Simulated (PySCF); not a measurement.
Task: Give a GFN2-xTB geometry of `s1ccc(C[SiH3])n1`.

Result: 
Z-matrix in Å and degrees, rows numbered from 1:
```
Si
C   1  1.9136
C   2  1.4796  1  110.13
C   3  1.4203  2  124.61  1   -85.50
C   4  1.3603  3  110.33  2   177.96
S   5  1.7154  4  109.45  3    -0.21
N   3  1.3102  2  120.52  1    92.08
H   1  1.4657  2  108.74  3    59.85
H   1  1.4601  2  109.27  3   -60.45
H   1  1.4637  2  107.55  3   178.72
H   2  1.0889  1  109.16  3   119.97
H   2  1.0899  1  110.16  3  -121.07
H   4  1.0746  3  124.25  2    -2.33
H   5  1.0710  4  129.56  3   179.55
```

The 5-membered ring C3–C4–C5–S6–N7 has internal angles of 93.7° to 114.8° (sum 540°, against 540° for a flat polygon); it is planar, 0.00 Å rms from its mean plane, widest ring torsion 0°. The C–C distances run from 1.360 Å (C4–C5, aromatic) to 1.480 Å (C2–C3, drawn single), a spread of 0.120 Å. Si1 (SiH3 silicon) is tetrahedral (angles from 107.5° to 111.2°).

Structure optimised with GFN2-xTB, isolated species.

Point group: C1 (no symmetry element, even within 0.4 Å). Whether it is a minimum is left open (no frequencies). The numbers are those of one conformer (Si1–C2–C3–C4 -85°).

These are computed values.
